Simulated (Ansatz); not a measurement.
`[NH2][GaH][OH]` and `[NH2][GaH][SiH3]` differ in one atom or group.

Ansatz, PBE0-D4/def2-TZVP geometries, multiplicity 1. Each molecule was computed in one conformer, which needn't be the lowest.

Scalar relativity is left out up to krypton.

| property | `[NH2][GaH][OH]` |
| --- | --- |
| HOMO–LUMO gap (B3LYP/def2-TZVPP) / eV | 6.78 |
| size of the dipole moment (ωB97M-V/def2-TZVPP) / D | 2.31 |
| HOMO–LUMO gap (ωB97M-V/def2-TZVPP) / eV | 11.38 |
| HOMO energy (ωB97M-V/def2-TZVPP) / eV | -9.80 |
| LUMO energy (PBE0/def2-TZVPP) / eV | -0.09 |
| size of the dipole moment (B3LYP/def2-TZVPP) / D | 2.34 |

Q: What does the change do to each property? (An estimate is asked.)

A: Ansatz gave: 
```
                                          property  `[NH2][GaH][SiH3]`  shift
             HOMO–LUMO gap (B3LYP/def2-TZVPP) / eV                5.86  -0.92
size of the dipole moment (ωB97M-V/def2-TZVPP) / D                1.09  -1.22
           HOMO–LUMO gap (ωB97M-V/def2-TZVPP) / eV               10.23  -1.15
             HOMO energy (ωB97M-V/def2-TZVPP) / eV               -9.66   0.14
                LUMO energy (PBE0/def2-TZVPP) / eV               -1.16  -1.07
  size of the dipole moment (B3LYP/def2-TZVPP) / D                1.16  -1.18
```

With PBE0 the HOMO falls by 0.07 eV and the LUMO falls by 1.07 eV, so the gap narrows by about 1.00 eV. PBE moves the HOMO by -0.21 eV and ωB97M-V by 0.14 eV. The zero-point energy changes by 29.5 kJ/mol with +6 modes. Dipoles are sizes alone; their direction can turn.

B3LYP here is the variant with VWN-RPA as its local correlation; programs differ in this.
